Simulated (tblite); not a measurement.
Parent: `[CH3:1][C@@H:2]1[SiH2:3][S:4][CH2:5][C@H:6]1[F:7]` with C1–C2–Si3–S4 -145°, C2–Si3–S4–C5 -5°, Si3–S4–C5–C6 31°, S4–C5–C6–F7 -175°, C4H9FSSi.

Computed geometry: GFN2-xTB, gas phase. One conformer each, not checked by frequencies here.

```csv
coordinate of the parent,value
C1–C2,1.524 Å
C2–Si3,1.906 Å
Si3–S4,2.145 Å
S4–C5,1.824 Å
C5–C6,1.521 Å
C6–F7,1.384 Å
C2–C6,1.524 Å
C1–C2–Si3,114.6°
C1–C2–C6,111.7°
Si3–C2–C6,105.7°
C2–Si3–S4,96.9°
Si3–S4–C5,94.1°
S4–C5–C6,109.5°
C5–C6–F7,108.3°
C2–C6–C5,110.9°
C2–C6–F7,110.3°
```

How does the shared frame change in `[CH3:1][C@@H:2]1[SiH2:3][S:4][CH2:5][C@:6]1([F:7])[CH2:8][SiH3:9]` with C5–C6–C8–Si9 58°, C1–C2–Si3–S4 -151°, C2–Si3–S4–C5 -4°, Si3–S4–C5–C6 32°, S4–C5–C6–F7 -171°, C5H13FSSi2? Atoms pair as C1 = C1, C2 = C2, Si3 = Si3, S4 = S4, C5 = C5, C6 = C6, F7 = F7 (parent first).

```
   parent   relative  value in the relative  change
    C1–C2      C1–C2                1.524 Å   0.000
   C2–Si3     C2–Si3                1.903 Å  -0.003
   Si3–S4     Si3–S4                2.145 Å   0.000
    S4–C5      S4–C5                1.822 Å  -0.002
    C5–C6      C5–C6                1.527 Å  +0.006
    C6–F7      C6–F7                1.402 Å  +0.018
    C2–C6      C2–C6                1.537 Å  +0.013
C1–C2–Si3  C1–C2–Si3                 114.7°    +0.1
 C1–C2–C6   C1–C2–C6                 114.4°    +2.7
Si3–C2–C6  Si3–C2–C6                 106.3°    +0.6
C2–Si3–S4  C2–Si3–S4                  96.6°    -0.3
Si3–S4–C5  Si3–S4–C5                  93.4°    -0.7
 S4–C5–C6   S4–C5–C6                 110.6°    +1.1
 C5–C6–F7   C5–C6–F7                 106.0°    -2.3
 C2–C6–C5   C2–C6–C5                 107.8°    -3.1
 C2–C6–F7   C2–C6–F7                 107.9°    -2.4
```

Of the parent's bonds, C6–F7 changes most (+0.018 Å). Bonds of the relative outside the shared frame: C6–C8 1.520, C8–Si9 1.911 Å. Point group C1 → C1.
